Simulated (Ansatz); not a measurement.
Reaction (formal exchange of groups at a B–C bond): `C#CBN=C` + SiH₄ → `C=NB[SiH3]` + acetylene

Program: Ansatz. Geometries: PBE0-D4/def2-TZVP. ΔE: electronic, gas phase. CCSD(T)/CBS adds triple-zeta CCSD(T) − MP2 to the extrapolated MP2 energy (def2 sets, frozen cores). This one scheme is used for every species. DFT in def2-TZVPP. HSE06 is defined as in plane-wave codes. One conformer a species, not always the lowest.

```tsv
level	ΔE (kJ/mol)
HSE06-D4	45.5
MP2/def2-TZVPP	56.7
```

Q: What does CCSD(T)/CBS give? (Best estimate.)

A: The calculation gave: +48.8 kJ/mol. The listed levels differ from it by -3.3, 7.9 kJ/mol.

Largest T1 diagnostic among the species: 0.017.

From BLYP to BHLYP (50 % exact exchange), in def2-TZVPP and without D4, ΔE moves by +6.9 kJ/mol. In def2-TZVPP, CCSD(T) changes the Hartree–Fock value by −16.1 kJ/mol (the triples alone add −1.4 kJ/mol) and MP2 by −9.6 kJ/mol.
